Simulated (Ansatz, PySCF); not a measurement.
Complex: CH4 (SMILES C) (first 5 atoms) with SiH4 (SMILES [SiH4]); geometry from B3LYP-D3(BJ)/def2-TZVP.
(charge 0, multiplicity 1):
```tsv
atom	x (Å)	y (Å)	z (Å)
C	0.0891	-0.0428	-0.0409
H	-0.9528	0.0525	0.2618
H	0.5038	-0.9627	0.3689
H	0.1500	-0.0702	-1.1280
H	0.6554	0.8092	0.3327
Si	-0.0882	0.0429	3.7399
H	0.4402	-1.2682	3.3022
H	-1.4421	0.2440	3.1776
H	0.8090	1.1209	3.2681
H	-0.1601	0.0752	5.2186
```

Monomers are frozen at their geometry in the pair; levels with a basis set take the counterpoise correction.

Codes used: Ansatz (Gaussian basis) for Hartree–Fock, density functionals and correlated methods; PySCF for the dispersion terms. Values without a source in brackets are computed.

What interaction energy does PBE0/def2-TZVPPD give?

-5 meV

Give the interaction energy at the level BLYP-D3(BJ)/def2-TZVPPD.

-34 meV

Predict the interaction energy from revPBE/def2-TZVPPD.

31 meV

Ansatz is a first-principles code.
